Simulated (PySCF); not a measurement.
Correlation energy of S (sulfur, neutral)

[Ne] 3s2 3p4, high-spin 3P determinant. Computed with PySCF 2.14 in def2-SVP, with the non-relativistic Hamiltonian (point nucleus). Frozen: [Ne]; 6 electrons correlated.

MP2 pair energies summed by pair of shells (mhartree):

| pair | energy | share (%) |
| --- | --- | --- |
| 3p-3p | -38.27 | 46.6 |
| 3s-3p | -36.13 | 44.0 |
| 3s-3s | -7.65 | 9.3 |

Total MP2 correlation energy: -82.04 mhartree.

Same-spin part -19.82 and opposite-spin part -62.22 mhartree; SCS-MP2 scales them by 1/3 and 6/5 to -81.27 mhartree.

```json
{"level": "CCSD", "correlation energy (mhartree)": "-100.38"}
{"level": "(T)", "correlation energy (mhartree)": "-1.13"}
{"level": "CCSD(T)", "correlation energy (mhartree)": "-101.51"}
```

Diagnostics: T1 = 0.0072, D1 = 0.0209, largest double amplitude 0.050.

Cost of the coupled-cluster step: 0.09 s of wall time on 1 thread of Neoverse-V1 (shared host), for 6 correlated electrons.
